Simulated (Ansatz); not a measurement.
Consider the ligand exchange at a B–C bond: `NCBF` + `[NH2][GeH2][OH]` → `[NH2][GeH2][O]BF` + CH₃NH₂.

Program: Ansatz. Geometries: PBE0-D4/def2-TZVP. ΔE: electronic, gas phase. CBS: MP2 limit from def2 TZ/QZ plus the TZ coupled-cluster correction, frozen cores. For Ge outer-core shells are correlated without core-valence functions, which leaves a few kJ/mol of doubt a bond. Scalar relativity is left out up to krypton. One conformer a species, not always the lowest.

```csv
level,ΔE (kcal/mol)
CCSD(T)/def2-SVP,-44.0
MP2/CBS(def2),-38.3
```

Task: What does CCSD(T)/CBS give? (An estimate is asked.)

Result: Computed: -38.1 kcal/mol. The listed levels differ from it by -5.9, -0.2 kcal/mol.

Largest T1 diagnostic among the species: 0.013.

Leaving LDA and LC-ωPBE aside and taking each functional with its dispersion term where it has one, the values, not all of them listed here, spread over 3.9 kcal/mol, from BHLYP-D4 to revPBE-D4. At CCSD(T), def2-SVP lies −5.8 kcal/mol from the extrapolated value and def2-TZVPP −1.2 kcal/mol.
